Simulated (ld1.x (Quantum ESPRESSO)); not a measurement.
**nickel (Ni), TM: configuration errors across variants**

ld1.x (Quantum ESPRESSO) 7.5 input, shortened:

```
&input
   title='Ni', zed=28., rel=2, dft='PZ', iswitch=3,
   config='[Ar] 3d8 4s2 4p0', rel_dist='average'
 /
 &inputp
   pseudotype=2, tm=.true., lloc=2,
   nlcc=.false.
 /
3
4S  1  0   2.00   0.00  2.05  2.05  0.0
4P  2  1   0.00   0.00  2.15  2.15  0.0
3D  3  2   8.00   0.00  1.45  1.45  0.0
 &test
   configts(1)='3d8 4s2 4p0'
 /
```

Open shells are filled in proportion to 2j + 1 (rel_dist='average').

All-electron excitation energies from the reference (eV): (1) 3d8 4s1 4p0 9.601; (2) 3d8 4s0 4p0 27.260; (3) 3d7 4s0 4p0 65.058; (4) 3d8 4s1 4p1 4.679; (5) 3d6 4s0 4p0 122.924; (6) 3d8 4s1.5 4p0 3.843.

Tests that are not counted but printed errors over 1 eV. “base”: 3d8.5 4s1.5 4p0 (solver errors, printed error -705 eV).

A true bound ghost makes a file unfit for plane-wave use even where its test errors are small: the radial tests pick states by their node count and pass the ghost by. Where a test does run into it, the solver fails or the error is huge.

Errors AE − PS in meV (a dash: test not solved or not reliable):

| change | (1) | (2) | (3) | (4) | (5) | (6) | bound ghosts |
| --- | --- | --- | --- | --- | --- | --- | --- |
| base | +1.1 | +8.0 | +3.7 | +1.3 | -452 | +0.2 | s, p3/2, p1/2 |
| core correction a·sin(br)/r model core inside 0.66 bohr | -4.8 | -38 | -175 | -1.3 | -1024 | -0.8 | s, p3/2, p1/2 |
| core correction a·sin(br)/r model core inside 0.86 bohr | -4.8 | -37 | -174 | -1.2 | -1017 | -0.8 | s, p3/2, p1/2 |
| core correction a·sin(br)/r model core inside 1.14 bohr | -4.5 | -36 | -170 | -1.2 | -967 | -0.8 | s, p3/2, p1/2 |
| core correction a·sin(br)/r model core inside 1.30 bohr | -4.4 | -35 | -163 | -1.1 | -919 | -0.7 | s, p3/2, p1/2 |
| core correction a·sin(br)/r model core inside 1.46 bohr | -4.1 | -34 | -152 | -1.0 | -859 | -0.7 | s, p3/2, p1/2 |

Q: Give the same row for: core correction a·sin(br)/r model core inside 1.72 bohr.

A: -3.7, -31, -123, -0.7, -744, -0.6; bound ghosts: s, p3/2, p1/2.
